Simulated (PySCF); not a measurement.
A run for PySCF: R-HF/STO-3G on SnO, 2S+1 = 1, a spin state set in the input, which need not be the lowest, a point of a bond scan (R = 1.825 Å).

```python
from pyscf import gto, scf, dft, mp
from pyscf.data.elements import chemcore

mol = gto.M(
    atom='''
    O     0.00000000    0.00000000    0.00000000
    Sn    0.00000000    0.00000000    1.82509000
    ''',
    basis='sto-3g',
    charge=0, spin=0, verbose=3, max_memory=1800)
mf = scf.RHF(mol)
mf.conv_tol = 1e-8
mf.max_cycle = 100
mf.kernel()
if not mf.converged:
    mf = mf.newton().run(mf.mo_coeff, mf.mo_occ)
```

### Question
Predict the final total energy.

### Answer
-6037.0451 hartree.
